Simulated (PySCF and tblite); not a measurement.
The numbers below are computed, except where a source is named.
## Barrier and rate of a rotation

System: CH4BF2N, numbered as in [CH3:1][NH:2][B:3]([F:4])[F:5].

Motion: rotation about the B3–N2 bond (torsion F4–B3–N2–C1 from 180° to 360°, rising). Geometries: B3LYP-D3(BJ)/def2-SVP; energies: PBE0/pcSseg-1 + D3(BJ); zero-point and thermal terms from GFN2-xTB harmonic modes (soft modes blended into free rotors). Rates follow Eyring's equation with the number of equivalent paths and no tunnelling. Shieldings: GIAO at the same DFT level; methyl-like tops are averaged, other torsions stay as in the two minima; line shapes leave out couplings. Run with tblite and PySCF.

```csv
point,symmetry,E(GFN2) kcal/mol,E(DFT) kcal/mol,ZPE change kcal/mol,lowest mode cm⁻¹,dipole D
start,Cs,0.0,0.0,0.00,148,2.90
saddle,C1,20.2,21.1,-1.05,257i,2.18
end,Cs,0.0,0.0,0.00,147,2.90
```

- Electronic barrier: 21.1 kcal/mol
- Barrier with zero-point energy: 20.0 kcal/mol
- ΔH‡ (298 K): 19.8 kcal/mol
- ΔS‡ (298 K, symmetry apart): -1.5 cal/(mol K)
- Paths: 4 equivalent paths
- End point: the same structure with atoms interchanged, or its mirror image
- Mean lifetime of the start against this motion at 298 K: 27 s
- Cost: 48 s on 1 thread of Intel Xeon Platinum 8488C (shared host) (rough), peak memory 0.5 GiB, launched as `OMP_NUM_THREADS=1 python ens_run.py task.json out`

| T/K | ΔG‡ kcal/mol | k s⁻¹ |
| --- | --- | --- |
| 150 | 20.1 | 7.3×10⁻¹⁷ |
| 200 | 20.1 | 1.8×10⁻⁹ |
| 250 | 20.2 | 4.9×10⁻⁵ |
| 298 | 20.2 | 0.037 |
| 350 | 20.3 | 6.1 |
| 400 | 20.4 | 240 |
| 500 | 20.6 | 4.1×10⁴ |

ΔG and ΔG‡ leave out symmetry numbers and mirror images; rates count paths: 4 out.

Sites that the motion interchanges:

```tsv
nucleus	site	ppm	scale
¹⁹F	F4	308.4	shielding σ
¹⁹F	F5	315.6	shielding σ
```

| nucleus | sites | ¹H MHz | spread Hz | coalescence K | k there s⁻¹ |
| --- | --- | --- | --- | --- | --- |
| ¹⁹F | F4 / F5 | 200 | 1360 | 444 | 3040 |
| ¹⁹F | F4 / F5 | 250 | 1699 | 448 | 3780 |
| ¹⁹F | F4 / F5 | 900 | 6118 | 474 | 1.4×10⁴ |

Unscaled ¹⁹F shifts at such levels can be off by tens of ppm; differences are more reliable.
